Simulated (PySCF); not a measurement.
CaCl2, charge -1, doublet, at a GFN2-xTB geometry (such geometries of metal compounds can be far from the true shape) (a state made from the parent by changing its charge; the spin is typed, not shown lowest) (in this run its highest filled SCF level lies above zero, so its values depend strongly on the basis, on diffuse functions most of all); BLYP/STO-3G in PySCF.

PySCF was given this input:
```python
from pyscf import gto, scf, dft

mol = gto.M(
    atom='''
Ca    0.21041032   -0.79122363    0.00034680
Cl    1.53102219    0.90477583   -1.61871510
Cl   -1.77856375    0.02607551    1.61830710
''',
    basis='sto-3g',
    charge=-1,
    spin=1,
    verbose=4,
)

mf = dft.UKS(mol)
mf.xc = 'blyp'
mf.grids.atom_grid = (99, 590)
mf.kernel()
mf.analyze()
```

**Question.** Predict the main parts of the log of this PySCF run.

**Answer.** 
```
PySCF version 2.14.0

[INPUT] verbose = 4
[INPUT] num. atoms = 3
[INPUT] num. electrons = 55
[INPUT] charge = -1
[INPUT] spin (= nelec alpha-beta = 2S) = 1
[INPUT] symmetry False subgroup None
[INPUT] Mole.unit = angstrom
[INPUT] Symbol           X                Y                Z      unit          X                Y                Z       unit  Magmom
[INPUT]  1 Ca     0.210410320000  -0.791223630000   0.000346800000 AA    0.397617878582  -1.495195963984   0.000655357020 Bohr   0.0
[INPUT]  2 Cl     1.531022190000   0.904775830000  -1.618715100000 AA    2.893212629732   1.709778522826  -3.058928212698 Bohr   0.0
[INPUT]  3 Cl    -1.778563750000   0.026075510000   1.618307100000 AA   -3.360998382579   0.049275572458   3.058157204439 Bohr   0.0

nuclear repulsion = 166.172416383145
number of shells = 17
number of NR pGTOs = 93
number of NR cGTOs = 31
basis = sto-3g
ecp = {}

******** <class 'pyscf.dft.uks.UKS'> ********
method = UKS
initial guess = minao
damping factor = 0
level_shift factor = 0
DIIS = <class 'pyscf.scf.diis.CDIIS'>
diis_start_cycle = 1
diis_space = 8
diis_damp = 0
SCF conv_tol = 1e-09
SCF conv_tol_grad = None
SCF max_cycles = 50
direct_scf = True
direct_scf_tol = 1e-13
number electrons alpha = 28  beta = 27
XC library pyscf.dft.libxc version 7.1.2
    S. Lehtola, C. Steigemann, M. J. T. Oliveira, and M. A. L. Marques,  SoftwareX 7, 1–5 (2018)
XC functionals = blyp
    A. D. Becke,  Phys. Rev. A 38, 3098 (1988)
    C. Lee, W. Yang, and R. G. Parr,  Phys. Rev. B 37, 785 (1988)
    B. Miehlich, A. Savin, H. Stoll, and H. Preuss,  Chem. Phys. Lett. 157, 200 (1989)
radial grids:
    Treutler-Ahlrichs [JCP 102, 346 (1995); DOI:10.1063/1.469408] (M4) radial grids

becke partition: Becke, JCP 88, 2547 (1988); DOI:10.1063/1.454033
pruning grids: <function nwchem_prune>
grids dens level: 3
symmetrized grids: False
atomic radii adjust function: <function treutler_atomic_radii_adjust>
User specified grid scheme (99, 590)
small_rho_cutoff = 0
Set gradient conv threshold to 3.16228e-05
tot grids = 88056
init E= -1579.98431070743

cycle= 1 E= -1580.9497970023  delta_E= -0.965  |g|= 0.177  |ddm|= 1.66
cycle= 2 E= -1580.6427736815  delta_E= 0.307  |g|= 0.534  |ddm|= 2.36
cycle= 3 E= -1581.03251027672  delta_E= -0.39  |g|= 0.037  |ddm|= 1.48
cycle= 4 E= -1581.0349329758  delta_E= -0.00242  |g|= 0.00219  |ddm|= 0.133
cycle= 5 E= -1581.03494435963  delta_E= -1.14e-05  |g|= 0.000312  |ddm|= 0.0128
cycle= 6 E= -1581.03494458263  delta_E= -2.23e-07  |g|= 4.69e-05  |ddm|= 0.00163
cycle= 7 E= -1581.03494458652  delta_E= -3.89e-09  |g|= 1.27e-06  |ddm|= 0.000183
cycle= 8 E= -1581.03494458653  delta_E= -7.05e-12  |g|= 1.68e-07  |ddm|= 5.56e-06
Extra cycle  E= -1581.03494458653  delta_E= 1.82e-12  |g|= 1.79e-07  |ddm|= 1.64e-06
converged SCF energy = -1581.03494458653  <S^2> = 0.75082299  2S+1 = 2.0008228
**** SCF Summaries ****
Total Energy =                       -1581.034944586526080
Nuclear Repulsion Energy =             166.172416383144537
One-electron Energy =                -2527.044388237055500
Two-electron Energy =                  779.837027267384883
Two-electron Coulomb Energy =          872.718061072554178
DFT Exchange-Correlation Energy =      -92.881033805169253
**** MO energy ****
                             alpha | beta                alpha | beta
MO #1   energy= -142.438914449466  | -142.437656267659  occ= 1 | 1
MO #2   energy= -99.2801646027798  | -99.2796685502523  occ= 1 | 1
MO #3   energy= -99.2801621285062  | -99.2796660811238  occ= 1 | 1
MO #4   energy= -14.4092368704465  | -14.4080457943329  occ= 1 | 1
MO #5   energy= -11.8149718493855  | -11.8139947324178  occ= 1 | 1
MO #6   energy= -11.81382344976    | -11.8125270691325  occ= 1 | 1
MO #7   energy= -11.8134883687387  | -11.8120579319063  occ= 1 | 1
MO #8   energy= -8.59575566366269  | -8.59516456948182  occ= 1 | 1
MO #9   energy= -8.59564176629103  | -8.59505244332603  occ= 1 | 1
MO #10  energy= -6.44765966295712  | -6.44617063526719  occ= 1 | 1
MO #11  energy= -6.44756921041636  | -6.44611924851645  occ= 1 | 1
MO #12  energy= -6.44041499777426  | -6.44014819803004  occ= 1 | 1
MO #13  energy= -6.44029615936913  | -6.44002971526552  occ= 1 | 1
MO #14  energy= -6.43994583830976  | -6.43946766848493  occ= 1 | 1
MO #15  energy= -6.43986582289677  | -6.43942472671036  occ= 1 | 1
MO #16  energy= -1.41627503391532  | -1.41336287488945  occ= 1 | 1
MO #17  energy= -0.749699624450843 | -0.746782912337284 occ= 1 | 1
MO #18  energy= -0.745335042340972 | -0.740592162832835 occ= 1 | 1
MO #19  energy= -0.742327328340923 | -0.73963866204546  occ= 1 | 1
MO #20  energy= -0.368592523239905 | -0.365282619344693 occ= 1 | 1
MO #21  energy= -0.366512147042784 | -0.363200529136868 occ= 1 | 1
MO #22  energy= 0.00936313751330081 | 0.0162732203014151 occ= 1 | 1
MO #23  energy= 0.0328213468200123 | 0.0392136924408207 occ= 1 | 1
MO #24  energy= 0.0577650528978223 | 0.0599351467706159 occ= 1 | 1
MO #25  energy= 0.0604879782922544 | 0.0643953972293657 occ= 1 | 1
MO #26  energy= 0.0674421456332833 | 0.068793220244277  occ= 1 | 1
MO #27  energy= 0.067831255007287  | 0.0696207904139304 occ= 1 | 1
MO #28  energy= 0.141523404234595  | 0.172069647746802  occ= 1 | 0
MO #29  energy= 0.240510011506568  | 0.258544910444602  occ= 0 | 0
MO #30  energy= 0.311051586187716  | 0.321032078710677  occ= 0 | 0
MO #31  energy= 0.364952589746916  | 0.383195531143401  occ= 0 | 0

To work with the spin densities directly, `use mulliken_meta_spin()` only printing them here.

 ** Mulliken spin pop alpha/beta on meta-lowdin orthogonal AOs **
 ** Mulliken Spin Density (per AO)  **
spin_pop of  0 Ca 1s        0.00000
spin_pop of  0 Ca 2s        0.00005
spin_pop of  0 Ca 3s        0.00001
spin_pop of  0 Ca 4s        0.59485
spin_pop of  0 Ca 2px      -0.00000
spin_pop of  0 Ca 2py       0.00000
spin_pop of  0 Ca 2pz      -0.00000
spin_pop of  0 Ca 3px      -0.00014
spin_pop of  0 Ca 3py       0.00024
spin_pop of  0 Ca 3pz      -0.00017
spin_pop of  0 Ca 4px       0.01541
spin_pop of  0 Ca 4py       0.15368
spin_pop of  0 Ca 4pz       0.00528
spin_pop of  1 Cl 1s        0.00000
spin_pop of  1 Cl 2s        0.00001
spin_pop of  1 Cl 3s        0.00822
spin_pop of  1 Cl 2px       0.00000
spin_pop of  1 Cl 2py       0.00004
spin_pop of  1 Cl 2pz       0.00001
spin_pop of  1 Cl 3px       0.00815
spin_pop of  1 Cl 3py       0.07535
spin_pop of  1 Cl 3pz       0.02362
spin_pop of  2 Cl 1s        0.00000
spin_pop of  2 Cl 2s        0.00001
spin_pop of  2 Cl 3s        0.00822
spin_pop of  2 Cl 2px       0.00002
spin_pop of  2 Cl 2py       0.00002
spin_pop of  2 Cl 2pz       0.00001
spin_pop of  2 Cl 3px       0.04958
spin_pop of  2 Cl 3py       0.03398
spin_pop of  2 Cl 3pz       0.02355
 ** Mulliken Spin Density (per atom)  **
spin density of  0 Ca =      0.76923
spin density of  1 Cl =      0.11539
spin density of  2 Cl =      0.11539
 ** Mulliken pop alpha/beta on meta-lowdin orthogonal AOs **
 ** Mulliken pop       alpha | beta **
pop of  0 Ca 1s        1.00000 | 1.00000
pop of  0 Ca 2s        0.99998 | 0.99993
pop of  0 Ca 3s        1.00000 | 0.99999
pop of  0 Ca 4s        0.89707 | 0.30222
pop of  0 Ca 2px       0.99997 | 0.99997
pop of  0 Ca 2py       0.99997 | 0.99997
pop of  0 Ca 2pz       0.99997 | 0.99997
pop of  0 Ca 3px       0.99884 | 0.99898
pop of  0 Ca 3py       0.99913 | 0.99889
pop of  0 Ca 3pz       0.99881 | 0.99897
pop of  0 Ca 4px       0.06350 | 0.04810
pop of  0 Ca 4py       0.19279 | 0.03911
pop of  0 Ca 4pz       0.05382 | 0.04854
pop of  1 Cl 1s        1.00000 | 1.00000
pop of  1 Cl 2s        0.99992 | 0.99991
pop of  1 Cl 3s        0.99824 | 0.99002
pop of  1 Cl 2px       0.99994 | 0.99994
pop of  1 Cl 2py       0.99994 | 0.99990
pop of  1 Cl 2pz       0.99992 | 0.99991
pop of  1 Cl 3px       0.96331 | 0.95516
pop of  1 Cl 3py       0.97877 | 0.90342
pop of  1 Cl 3pz       0.95805 | 0.93443
pop of  2 Cl 1s        1.00000 | 1.00000
pop of  2 Cl 2s        0.99992 | 0.99991
pop of  2 Cl 3s        0.99824 | 0.99002
pop of  2 Cl 2px       0.99990 | 0.99988
pop of  2 Cl 2py       0.99997 | 0.99995
pop of  2 Cl 2pz       0.99992 | 0.99991
pop of  2 Cl 3px       0.95311 | 0.90353
pop of  2 Cl 3py       0.98895 | 0.95497
pop of  2 Cl 3pz       0.95806 | 0.93451
In total            28.00000 | 27.00000
 ** Mulliken atomic charges   ( Nelec_alpha | Nelec_beta ) **
charge of  0Ca =      0.36153  (    10.20385      9.43462 )
charge of  1Cl =     -0.68077  (     8.89808      8.78269 )
charge of  2Cl =     -0.68077  (     8.89808      8.78269 )

WARN: System has nonzero charge -1; the dipole moment is origin-dependent.
Location of origin: [0. 0. 0.]

Dipole moment(X, Y, Z, Debye):  0.22906, -0.86136,  0.00037
```
